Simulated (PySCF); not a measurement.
C2H4BNO2 (SMILES CB(O)N=C=O), singlet, geometry from GFN2-xTB. Base run: PBE0/6-31G in PySCF.

The PySCF input:
```python
from pyscf import gto, scf, dft, solvent

mol = gto.M(
    atom='''
B     0.351074    0.236705   -0.827994
C     1.841297    0.017045   -1.331892
H     2.103335   -1.038174   -1.310209
H     2.547536    0.520897   -0.676163
H     2.008736    0.380645   -2.343259
N     0.023107   -0.203657    0.484589
C    -0.676341   -0.387505    1.426677
O    -1.255138   -0.618570    2.400342
O    -0.637764    0.805760   -1.534497
H    -0.423249    1.103941   -2.417986
''',
    basis='6-31g',
    charge=0,
    spin=0,
    verbose=4,
)

mf = dft.RKS(mol)
mf.xc = 'pbe0'
mf.kernel()
```

The base run was repeated with changes; each row names its change, and settings that it needs were set with it.

| change | ΔE vs base (kJ/mol) | dipole (D) | HOMO-LUMO gap (eV) |
|---|---|---|---|
| base | 0.00 | 3.93 | 8.20 |
| model = COSMO; solvent = acetonitrile | -29.2 | 4.81 | 8.35 |
| model = IEF-PCM; solvent = tetrahydrofuran | -24.30 | 4.67 | 8.33 |
| model = IEF-PCM; solvent = chloroform | ? | ? | ? |
| model = C-PCM; solvent = acetonitrile | ? | ? | ? |
| model = IEF-PCM; solvent = acetonitrile; r_probe = 0.5 | -12.22 | 4.49 | 8.30 |
| model = IEF-PCM; solvent = acetonitrile; vdw_scale = 1.1 | -39.1 | 4.94 | 8.38 |
| model = IEF-PCM; solvent = acetonitrile | -29.2 | 4.81 | 8.35 |
| model = ddCOSMO; solvent = acetonitrile | ? | 4.67 | 8.34 |
| model = IEF-PCM; solvent = dichloromethane | -25.28 | 4.70 | 8.34 |
| model = IEF-PCM; solvent = acetonitrile; vdw_scale = 1.0 | -53.5 | 5.09 | 8.41 |
| model = IEF-PCM; solvent = acetonitrile; lebedev_order = 11 | -27.8 | 4.80 | 8.35 |

What belongs in the gaps?


- model = IEF-PCM; solvent = chloroform, ΔE vs base (kJ/mol): -21.14
- model = IEF-PCM; solvent = chloroform, dipole (D): 4.58
- model = IEF-PCM; solvent = chloroform, HOMO-LUMO gap (eV): 8.32
- model = C-PCM; solvent = acetonitrile, ΔE vs base (kJ/mol): -29.6
- model = C-PCM; solvent = acetonitrile, dipole (D): 4.82
- model = C-PCM; solvent = acetonitrile, HOMO-LUMO gap (eV): 8.36
- model = ddCOSMO; solvent = acetonitrile, ΔE vs base (kJ/mol): -21.66

The base is the gas phase, so ΔE is the electrostatic part of solvation at a fixed geometry, without cavity and dispersion terms.
